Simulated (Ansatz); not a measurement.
One change: `[SiH3][NH][SbH2]` becomes `[AlH2][NH][SiH3]`.

Ansatz, PBE0-D4/def2-TZVP geometries, multiplicity 1. 

Elements past krypton have def2 core potentials.

```csv
property,`[SiH3][NH][SbH2]`
LUMO energy (ωB97M-V/def2-TZVPP) / eV,0.76
HOMO energy (PBE/def2-TZVPP) / eV,-5.98
size of the dipole moment (B3LYP/def2-TZVPP) / D,1.47
"ideal-gas entropy at 298 K and 1 bar (rigid rotor, harmonic PBE0-D4/def2-TZVP) / J/(mol·K)",341
HOMO–LUMO gap (B3LYP/def2-TZVPP) / eV,5.96
HOMO–LUMO gap (PBE0/def2-TZVPP) / eV,6.42
```

Task: Give the same properties after the change, and the shifts. (Best estimate.)

Result: Ansatz gave: 
```csv
property,`[AlH2][NH][SiH3]`,shift
LUMO energy (ωB97M-V/def2-TZVPP) / eV,0.62,-0.14
HOMO energy (PBE/def2-TZVPP) / eV,-6.49,-0.51
size of the dipole moment (B3LYP/def2-TZVPP) / D,0.92,-0.55
"ideal-gas entropy at 298 K and 1 bar (rigid rotor, harmonic PBE0-D4/def2-TZVP) / J/(mol·K)",314,-27
HOMO–LUMO gap (B3LYP/def2-TZVPP) / eV,6.37,0.41
HOMO–LUMO gap (PBE0/def2-TZVPP) / eV,6.80,0.38
```

With PBE0 the HOMO falls by 0.45 eV and the LUMO falls by 0.06 eV, so the gap widens by about 0.39 eV. PBE moves the HOMO by -0.51 eV and ωB97M-V by -0.47 eV. Dipoles are sizes alone; their direction can turn.

B3LYP here is the variant with VWN-RPA as its local correlation; programs differ in this.

Spin–orbit coupling is left out; it splits and shifts lone-pair levels of the heavy atoms by tenths of an eV.
